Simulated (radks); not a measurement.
Results of a calculation; reference values are marked as such.
Spherical jellium clusters: N electrons in a uniform positive sphere of charge N and radius rs N^(1/3), rs = 2.43 bohr. Level of theory: non-relativistic Kohn-Sham, PBEsol, spin-polarised, spherical densities (a radial shooting solver with Libxc functionals). Levels are named by radial order and angular momentum (1s, 1p, 1d, 2s, ...), and open shells are averaged over m.

N = 29, configuration 1s2 1p6 1d10 2s2 1f(up 7, down 2). This is the lowest configuration that the search found. Occupied and some empty levels:

level    occupation  eigenvalue (eV)  <r> (bohr)
1s up             1          -10.175       4.335
1s down           1          -9.9848       4.156
1p up             3          -8.3034       5.327
1p down           3          -7.9536       5.207
1d up             5          -6.1098       6.034
1d down           5          -5.6607       5.970
2s up             1          -5.4581       5.190
2s down           1          -5.1691       5.256
1f up             7          -3.6572       6.676
1f down           2          -3.1584       6.667
2p up             0          -2.8071       6.446
2p down           0          -2.5239       6.503
1g up             0          -1.0598       7.467
2d up             0         -0.64683       9.141
1g down           0         -0.56453       7.590

Energy (eV): total -29.2472, kinetic 126.82, external -3580.7, Hartree 1746.7, exchange-correlation -161.21, background 1839.2.

Electron density:

r (bohr)  n(r) (e/bohr^3)
0.865             0.01970
1.79              0.01656
2.72              0.01462
3.65              0.01550
4.58              0.01753
5.50              0.01723
6.43              0.01289
7.36             0.006861
8.29             0.002724
9.21            0.0009179
10.1            0.0002885
11.1           0.00008863
12.0           0.00002728
